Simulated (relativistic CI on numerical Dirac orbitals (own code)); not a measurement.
Rh2+: L-alpha,beta X-ray emission

Computed with this model: Dirac-Coulomb-Breit CI, orbitals from a KLI potential per configuration, QED by a radiative potential, valence Slater integrals scaled by 0.7, multiplet model of X-ray emission after core ionisation; configurations [Kr] 4d7 → [He] 2s2 2p5 3s2 3p6 3d10 4s2 4p6 4d7 → [Ar] 3d9 4s2 4p6 4d7; 80 K; Lorentzian 1.4 eV and Gaussian 0.6 eV FWHM. Energies are those of the free ion, without screening or charge transfer. S is read from ⟨S²⟩ = S(S + 1).

Field parameters in Wybourne normalisation: Td as Oh with Dq negative (B⁴₀ = 21Dq, B⁴₄ = √(5/14) B⁴₀). The field is a parameter set, without covalency.

free ion: ground-state S = 1.48, centroid 2744.52 eV. Peaks (eV, height): 2698.0 (100), 2835.2 (37), 2837.6 (16).

Td, 10Dq = -13150 cm⁻¹: ground-state S = 1.49, centroid 2744.51 eV. Peaks (eV, height): 2698.0 (100), 2835.4 (37).

Strongest unbroadened transitions for Td, 10Dq = -13150 cm⁻¹:

| Energy (eV) | Relative strength |
| --- | --- |
| 2697.33 | 14.4 |
| 2697.67 | 13.7 |
| 2697.69 | 30.3 |
| 2697.75 | 17.9 |
| 2697.78 | 43.8 |
| 2697.81 | 40.9 |
| 2697.83 | 25.0 |
| 2697.85 | 92.2 |
| 2697.87 | 66.8 |
| 2697.96 | 100.0 |
| 2698.03 | 30.2 |
| 2698.06 | 28.1 |
| 2698.10 | 24.9 |
| 2698.16 | 82.1 |
| 2698.17 | 40.3 |
| 2698.18 | 16.9 |
| 2698.43 | 23.3 |
| 2835.33 | 29.9 |
